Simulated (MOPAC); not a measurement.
Input for MOPAC: PM3 on CH3FOSi (SMILES CO[Si]F), a point of a torsion scan.

```
PM3 1SCF PRECISE CHARGE=0 THREADS=1
CH3FOSi

C     -0.77892127 1     0.01123262 1     0.15952100 1
O      0.35843613 1     0.79878039 1     0.17751721 1
Si     1.89302508 1     0.59316051 1    -0.31499545 1
F      2.51428664 1     1.58532082 1     0.81847285 1
H     -0.88551910 1    -0.51617664 1    -0.79371685 1
H     -1.64802922 1     0.65438411 1     0.31057936 1
H     -0.73880654 1    -0.72702814 1     0.96556404 1
```

The log:

```
*******************************************************************************
 **                                                                           **
 **                              MOPAC v23.2.5                                **
 **                                                                           **
 *******************************************************************************
 ** MOPAC's Digital Object Identifier: https://doi.org/10.5281/zenodo.6511958 **
 **                                                                           **
 ** Please cite the open-source release paper for use of this MOPAC version:  **
 ** J. E. Moussa and J. J. P. Stewart (2026)                                  **
 ** MOPAC: An open-source semiempirical molecular orbital program             **
 ** J. Open Source Softw., 11(119), 8025, https://doi.org/10.21105/joss.08025 **
 *******************************************************************************

                              PM3 CALCULATION RESULTS

 *******************************************************************************
 *  PM3        - The PM3 Hamiltonian to be used
 *
 *
 *
 *                 CHARGE ON SYSTEM = 0
 *
 *
 *
 *  PRECISE    - TIGHTER CRITERIA TO BE USED
 *  1SCF       - DO 1 SCF AND THEN STOP
 *  THREADS=1  - MULTI-THREADING NOT USED
 *  T=         - A TIME OF 172800.0 SECONDS REQUESTED
 *  DUMP=N     - RESTART FILE WRITTEN EVERY 7200.0 SECONDS REQUESTED
 *******************************************************************************
PM3 1SCF PRECISE CHARGE=0 THREADS=1
 CH3FOSi

   ATOM   CHEMICAL          X               Y               Z
  NUMBER   SYMBOL      (ANGSTROMS)     (ANGSTROMS)     (ANGSTROMS)

     1       C         -0.77892127  *   0.01123262  *   0.15952100  *
     2       O          0.35843613  *   0.79878039  *   0.17751721  *
     3      Si          1.89302508  *   0.59316051  *  -0.31499545  *
     4       F          2.51428664  *   1.58532082  *   0.81847285  *
     5       H         -0.88551910  *  -0.51617664  *  -0.79371685  *
     6       H         -1.64802922  *   0.65438411  *   0.31057936  *
     7       H         -0.73880654  *  -0.72702814  *   0.96556404  *



          CARTESIAN COORDINATES

    NO.       ATOM           X           Y           Z

     1         C         -0.7789      0.0112      0.1595
     2         O          0.3584      0.7988      0.1775
     3        Si          1.8930      0.5932     -0.3150
     4         F          2.5143      1.5853      0.8185
     5         H         -0.8855     -0.5162     -0.7937
     6         H         -1.6480      0.6544      0.3106
     7         H         -0.7388     -0.7270      0.9656

  H: (PM3): J. J. P. STEWART, J. COMP. CHEM. 10, 209 (1989).
  C: (PM3): J. J. P. STEWART, J. COMP. CHEM. 10, 209 (1989).
  O: (PM3): J. J. P. STEWART, J. COMP. CHEM. 10, 209 (1989).
  F: (PM3): J. J. P. STEWART, J. COMP. CHEM. 10, 209 (1989).
 Si: (PM3): J. J. P. STEWART, J. COMP. CHEM. 10, 209 (1989).

           Empirical Formula: C H3 O Si F  =     7 atoms



      MOLECULAR POINT GROUP   :   C1


      RHF CALCULATION, NO. OF DOUBLY OCCUPIED LEVELS = 12


 -------------------------------------------------------------------------------
 PM3 1SCF PRECISE CHARGE=0 THREADS=1
 CH3FOSi



     1SCF WAS SPECIFIED, SO BFGS WAS NOT USED
     SCF FIELD WAS ACHIEVED


                              PM3 CALCULATION
                                                       MOPAC v23.2.5 Linux




          FINAL HEAT OF FORMATION =       -137.64094 KCAL/MOL =    -575.88968 KJ/MOL


          COSMO AREA              =        110.21 SQUARE ANGSTROMS
          COSMO VOLUME            =         97.48 CUBIC ANGSTROMS

          IONIZATION POTENTIAL    =          8.305666 EV
          HOMO LUMO ENERGIES (EV) =         -8.306 -1.087
          NO. OF FILLED LEVELS    =         12
          MOLECULAR WEIGHT        =         78.1180         POINT GROUP:  C1

          MOLECULAR DIMENSIONS (Angstroms)

            Atom       Atom       Distance
            H     5    F     4     4.30977
           Si     3    H     6     2.55649
           Si     3    H     7     1.53753


          SCF CALCULATIONS        =          1





   ATOM   CHEMICAL          X               Y               Z
  NUMBER   SYMBOL      (ANGSTROMS)     (ANGSTROMS)     (ANGSTROMS)

     1       C         -0.77892127  *   0.01123262  *   0.15952100  *
     2       O          0.35843613  *   0.79878039  *   0.17751721  *
     3      Si          1.89302508  *   0.59316051  *  -0.31499545  *
     4       F          2.51428664  *   1.58532082  *   0.81847285  *
     5       H         -0.88551910  *  -0.51617664  *  -0.79371685  *
     6       H         -1.64802922  *   0.65438411  *   0.31057936  *
     7       H         -0.73880654  *  -0.72702814  *   0.96556404  *

                             CARTESIAN COORDINATES

   1    C       -0.778921270     0.011232620     0.159521000
   2    O        0.358436130     0.798780390     0.177517210
   3   Si        1.893025080     0.593160510    -0.314995450
   4    F        2.514286640     1.585320820     0.818472850
   5    H       -0.885519100    -0.516176640    -0.793716850
   6    H       -1.648029220     0.654384110     0.310579360
   7    H       -0.738806540    -0.727028140     0.965564040


           Empirical Formula: C H3 O Si F  =     7 atoms



      MOLECULAR POINT GROUP   :   C1


                  EIGENVALUES
 -37.87236 -26.78749 -20.89514 -17.44206 -16.03323 -15.88547 -15.78526 -15.10775
 -14.91686 -11.81621 -11.12735  -8.30567  -1.08686   1.19909   1.94226   3.80836
   4.31388   4.38400   5.49676


              NET ATOMIC CHARGES AND DIPOLE CONTRIBUTIONS

  ATOM NO.   TYPE          CHARGE      No. of ELECS.   s-Pop       p-Pop
    1          C           0.164675        3.8353     1.11105     2.72428
    2          O          -0.495145        6.4951     1.76531     4.72983
    3         Si           0.602450        3.3975     1.71719     1.68036
    4          F          -0.292444        7.2924     1.64604     5.64641
    5          H           0.000079        0.9999     0.99992
    6          H           0.017845        0.9822     0.98216
    7          H           0.002539        0.9975     0.99746
 DIPOLE           X         Y         Z       TOTAL
 POINT-CHG.     0.327    -2.354    -2.319     3.321
 HYBRID        -1.891     1.461     2.130     3.201
 SUM           -1.564    -0.894    -0.189     1.811


          ATOMIC ORBITAL ELECTRON POPULATIONS

     Atom    s        px        py        pz
    1  C   1.11105   0.84993   0.91251   0.96184
    2  O   1.76531   1.33307   1.58641   1.81035
    3 Si   1.71719   0.54814   0.48771   0.64451
    4  F   1.64604   1.92247   1.86889   1.85505
    5  H   0.99992
    6  H   0.98216
    7  H   0.99746

 **********************
 *                    *
 * JOB ENDED NORMALLY *
 *                    *
 **********************




 == MOPAC DONE ==
```

The run finished.

Cost: roughly 0.020 core-seconds.
